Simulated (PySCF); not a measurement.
Electron correlation in Co⁺ (cobalt, charge +1)

[Ar] 3d8, high-spin 3F determinant. Computed with PySCF 2.14 in def2-QZVPPD, with no relativity, point nucleus. Frozen: [Ar]; 8 electrons correlated.

```
  level  correlation energy (mhartree)
   CCSD                        -269.69
    (T)                         -10.01
CCSD(T)                        -279.70
```

Diagnostics: T1 = 0.013, D1 = 0.0196, largest double amplitude 0.018.

Cost of the coupled-cluster step: about 60 core-seconds, for 8 correlated electrons.

Iterations:

```
CC2 = 0
CCSD nocc = (np.int64(5), np.int64(3)), nmo = (91, 91)
frozen orbitals [[0, 1, 2, 3, 4, 5, 6, 7, 8], [0, 1, 2, 3, 4, 5, 6, 7, 8]]
max_cycle = 100
direct = 0
conv_tol = 1e-08
conv_tol_normt = 1e-06
diis_space = 8
diis_start_cycle = 0
Init t2, MP2 energy = -0.290931967118994
Init E_corr(UCCSD) = -0.290931967119285
cycle = 1  E_corr(UCCSD) = -0.261831751007263  dE = 0.0291002161  norm(t1,t2) = 0.0752465
cycle = 2  E_corr(UCCSD) = -0.271304221453892  dE = -0.00947247045  norm(t1,t2) = 0.0313093
cycle = 3  E_corr(UCCSD) = -0.26944111797606  dE = 0.00186310348  norm(t1,t2) = 0.01864
cycle = 4  E_corr(UCCSD) = -0.269459990227457  dE = -1.88722514e-05  norm(t1,t2) = 0.00394633
cycle = 5  E_corr(UCCSD) = -0.269665180342087  dE = -0.000205190115  norm(t1,t2) = 0.00162656
cycle = 6  E_corr(UCCSD) = -0.269716242096968  dE = -5.10617549e-05  norm(t1,t2) = 0.000670453
cycle = 7  E_corr(UCCSD) = -0.269689765924302  dE = 2.64761727e-05  norm(t1,t2) = 0.000201723
cycle = 8  E_corr(UCCSD) = -0.269692403682924  dE = -2.63775862e-06  norm(t1,t2) = 8.26434e-05
cycle = 9  E_corr(UCCSD) = -0.269695650338148  dE = -3.24665522e-06  norm(t1,t2) = 3.28052e-05
cycle = 10  E_corr(UCCSD) = -0.269694736584331  dE = 9.13753817e-07  norm(t1,t2) = 1.15863e-05
cycle = 11  E_corr(UCCSD) = -0.269694809072096  dE = -7.24877649e-08  norm(t1,t2) = 4.84725e-06
cycle = 12  E_corr(UCCSD) = -0.269694906662606  dE = -9.759051e-08  norm(t1,t2) = 1.91348e-06
cycle = 13  E_corr(UCCSD) = -0.26969483943533  dE = 6.72272758e-08  norm(t1,t2) = 1.02537e-06
cycle = 14  E_corr(UCCSD) = -0.269694886000048  dE = -4.65647177e-08  norm(t1,t2) = 5.36398e-07
cycle = 15  E_corr(UCCSD) = -0.269694885646853  dE = 3.53195473e-10  norm(t1,t2) = 2.60382e-07
UCCSD converged
E(UCCSD) = -1381.407477003866  E_corr = -0.2696948856468526
UCCSD(T) correction = -0.0100077163132813
```
